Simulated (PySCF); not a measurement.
# How methods differ on the ionisation energy of Pr(56+)

Pr(56+) [He] 2s1 [2s1/2^1, M_J = 1/2] → Pr(57+) 1s2, as a difference of total energies. Computed with PySCF 2.14 in an even-tempered Gaussian basis (17 s from 37 bohr⁻², ratio 2.4; 12 p from 48 bohr⁻², ratio 2.4; 5 d from 150 bohr⁻², ratio 2.6; 4 f from 220 bohr⁻², ratio 2.6), with the two-component X2C-1e Hamiltonian. Correlated levels: nothing frozen; the 26 highest virtual spinors dropped. "Screened" scales the spin-orbit matrix elements by Boettger's factors to mimic the two-electron term; Breit and QED terms are absent.

| method | ionisation energy (eV) | difference from reference (eV) |
| --- | --- | --- |
| GHF (screened spin-orbit) | 11907.6 | +11.7 |
| GMP2 (screened spin-orbit) | 11907.8 | +11.9 |

Reference: 11895.89 ± 0.06 eV (theoretical estimate listed by NIST; NIST Atomic Spectra Database, ionization energies).

For this ion Breit and QED terms and the two-electron picture change, all absent here, outweigh the correlation shift from GHF to GMP2.
